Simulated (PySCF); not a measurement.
Correlation energy of Xe²⁺ (xenon, charge +2)

[Kr] 4d10 5s1 5p5, high-spin 3P determinant (an excited configuration). Computed with PySCF 2.14 in aug-cc-pwCVTZ-DK3 (10s9p7d4f1g, 109 functions), with scalar relativity by spin-free X2C-1e. Frozen: [Kr] 4d10; 6 electrons correlated.

```tsv
level	correlation energy (mhartree)
CCSD	-184.24
(T)	-16.02
CCSD(T)	-200.26
```

Diagnostics: T1 = 0.015, D1 = 0.0254, largest double amplitude 0.204.

**Question.** Is a single reference adequate?

**Answer.** Not fully. A double-excitation amplitude exceeds 0.15, a sign of near-degeneracy.
